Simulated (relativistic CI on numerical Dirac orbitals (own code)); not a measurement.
**Energy levels of Nd**

Computed by Dirac-Coulomb-Breit CI, separate exchange-only KLI orbitals for each configuration, model QED (radiative potential, 1s self-energy scaled to tabulated hydrogen-like ionisation energies), valence Slater integrals scaled by 0.85, P86 correlation energy added to each configuration (own radial code, finite nucleus).

Configuration list (outside the closed core [Xe]): 4f⁴6s², 4f³6s²5d, 4f⁴6s5d, 4f³6s5d², 4f⁴6s6p, 4f³6s²6p, 4f³6s²7p, 4f³6s²8s, 4f³6s²8p, 4f⁴7s², 4f³5d7s², 4f³6p7s², 4f³7s²7p, 4f³7s²8s. Double excitations out of closed p, d and f shells are left out; levels of such configurations are missing from the list, as are those of other unlisted configurations, and high levels can miss mixing partners.

```tsv
No.	Configuration	Term	J	E (cm⁻¹)	%	Landé g
1	4f³(4I°)6s<5I°>5d²(3F)	⁷M°	6	0.0	94	0.579
2	4f³(4I°)6s<5I°>5d²(3F)	⁷M°	7	893.4	94	0.807
3	4f³(4I°)6s<5I°>5d²(3F)	⁷M°	8	1931.7	94	0.959
4	4f³(4I°)5d	⁵L°	6	2833.9	78	0.719
5	4f³(4I°)6s<5I°>5d²(3F)	⁷M°	9	3108.2	95	1.067
6	4f³(4I°)5d	⁵K°	5	3220.9	77	0.672
7	4f³(4I°)6s<5I°>5d²(3F)	⁷L°	5	3894.5	89	0.521
8	4f³(4I°)6s<5I°>5d²(3F)	⁷K°	4	4106.9	92	0.414
9	4f³(4I°)5d	⁵L°	7	4340.7	76	0.914
10	4f³(4I°)6s<5I°>5d²(3F)	⁷M°	10	4413.6	97	1.145
11	4f³(4I°)6s<5I°>5d²(3F)	⁷L°	6	4494.4	67	0.823
12	4f³(4I°)5d	⁵K°	6	4742.4	61	0.882
13	4f³(4I°)6s<5I°>5d²(3F)	⁷K°	5	4767.0	87	0.766
14	4f³(4I°)6s<5I°>5d²(3F)	⁷I°	3	5374.6	90	0.273
15	4f³(4I°)6s<5I°>5d²(3F)	⁷L°	7	5405.8	81	0.974
16	4f³(4I°)6s<5I°>5d²(3F)	⁷K°	6	5578.6	82	0.969
17	4f³(4I°)6s<5I°>5d²(3F)	⁷M°	11	5833.3	98	1.204
18	4f³(4I°)6s<5I°>5d²(3F)	⁷I°	4	5890.4	80	0.742
19	4f³(4I°)5d	⁵L°	8	5973.9	66	1.049
20	4f³(4I°)5d	⁵K°	7	6199.1	74	1.050
21	4f³(4I°)5d	⁵I°	4	6425.1	68	0.622
22	4f³(4I°)6s<5I°>5d²(3F)	⁷L°	8	6464.7	69	1.087
23	4f³(4I°)6s<5I°>5d²(3F)	⁷K°	7	6553.0	71	1.092
24	4f³(4I°)6s<5I°>5d²(3F)	⁷I°	5	6593.0	75	0.984
25	4f³(4I°)6s<3I°>5d²(3F)	⁵M°	7	6772.1	84	0.773
26	4f³(4I°)5d	⁵I°	5	7100.4	33	0.899
27	4f³(4I°)5d	⁵H°	3	7197.7	65	0.533
28	4f³(4I°)6s<5I°>5d²(3F)	⁷M°	12	7349.8	99	1.249
29	4f³(4I°)6s<5I°>5d²(3F)	⁷I°	6	7486.8	78	1.129
30	4f³(4I°)6s<5I°>5d²(3F)	⁷L°	9	7512.3	67	1.164
```

Energies count from the lowest computed level; ° marks odd parity. Percentages are summed over parent terms; the parents shown are those of the largest component, closed shells are left out there, and <> holds an intermediate term.

The mean weight of the leading LS term, summed over parents, in these 30 levels is 79 %, and that of the leading jj configuration (from the same eigenvectors) 32 %, so LS coupling describes them better.

Correlation outside the listed configurations is missing or only estimated: errors of thousands of cm⁻¹ between configurations and terms are usual at this charge. Rates and lifetimes follow the computed energies and can be off by large factors. The fine structure of a lone outer electron comes out too small, for d and f at times inverted, and misplaced configurations move strength between like terms. 38 of the 38 excited levels that our extract of the measured tables holds in this range could be paired (the sources list more); they are missed by 7227 cm⁻¹ on average and 17362 at most, and levels without a partner can miss by more. Some levels of the ground configuration have no partner and can miss by 10 % or more. The computed lowest level isn't the tabulated ground level, which NIST ASD gives as 4f4 6s2 5I4.

Landé's interval rule says that E(J) − E(J−1) = AJ with one A. For the ground term the intervals give A = 127.6, 129.8, 130.7, 130.5, 129.1, 126.4 cm⁻¹ for J = 7, 8, 9, 10, 11, 12; the multiplet is regular.

LS names give the leading component of a level, which can be under half, so a name can repeat, a term be missing and a line seem to break the LS rules.
